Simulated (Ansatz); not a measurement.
# CBFTe: where a starting geometry ends

The starting geometry of this gas-phase triplet was optimised with GFN2-xTB as a singlet.

```xyz
4

C     0.0874    0.4123   -1.2598
B     0.3809   -0.1620    0.0831
F     0.6646   -1.0724    0.9729
Te    0.0320    1.9615    0.1481
```

Problem. Predict what becomes of its bonds when it is optimised with PBE-D3(BJ)/def2-SVP.

Solution. A bond breaks, giving a structure given below by its coordinates. Contacts that open: B2–Te4 (2.15 → 3.32 Å).

The energy falls by 0.88 eV over 11 steps:

```csv
step,E − E(last) (eV)
1,0.884
2,0.685
3,0.624
4,0.579
5,0.492
7,0.278
8,0.166
9,0.025
10,0.000
11,0.000
```

Final geometry (Å):

| atom | x (Å) | y (Å) | z (Å) |
| --- | --- | --- | --- |
| C | 0.1859 | 0.7827 | -0.1601 |
| B | 0.4603 | -0.5150 | 0.2186 |
| F | 0.7190 | -1.7389 | 0.5759 |
| Te | -0.2003 | 2.6106 | -0.6901 |

No frequencies were run, so the end isn't proven a minimum. Open shells are spin-unrestricted. The triplet needn't be the ground state. Atoms past krypton carry core potentials, without spin–orbit terms. Run with Ansatz 0.2.0, 32 s on 1 thread of Arm Neoverse V1, with other jobs on the host.
